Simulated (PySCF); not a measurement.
Distances in Å between the heavy atoms of a computed structure (PBE0-D3(BJ)/def2-SVP; lower triangle, same order across):
```
C1    0.00
C2    1.21  0.00
C3    2.64  1.43  0.00
C4    3.57  2.47  1.40  0.00
C5    4.89  3.72  2.40  1.39  0.00
N6    5.45  4.24  2.81  2.40  1.33  0.00
C7    4.89  3.72  2.40  2.72  2.28  1.33  0.00
C8    3.58  2.47  1.40  2.40  2.72  2.40  1.39  0.00
```

Hydrogens: 1 on C1, 1 on C4, 1 on C5, 1 on C7, 1 on C8.

Neutral, closed shell.

(1) Which heavy atoms are bonded, and with what formal order?

(2) Give the structure as a SMILES string.

(3) Which rings does it hold (smallest set)?

(4) Classify the heavy atoms.

Answers

(1) C1–C2 (triple); C2–C3 (single); C3–C4 (aromatic); C4–C5 (aromatic); C5–N6 (aromatic); N6–C7 (aromatic); C7–C8 (aromatic); C3–C8 (aromatic).

(2) `C#Cc1ccncc1`, C7H5N, 4-ethynylpyridine. Among its features: alkyne and pyridine-type ring nitrogen.

(3) C3–C4–C5–N6–C7–C8 (6 members, 0.00 Å rms from planarity).

(4) C1: terminal alkyne carbon; C2: alkyne carbon; C3: substituted aromatic carbon; C4/C8: aromatic CH carbon; C5/C7: aromatic CH next to a ring nitrogen; N6: pyridine-type nitrogen.
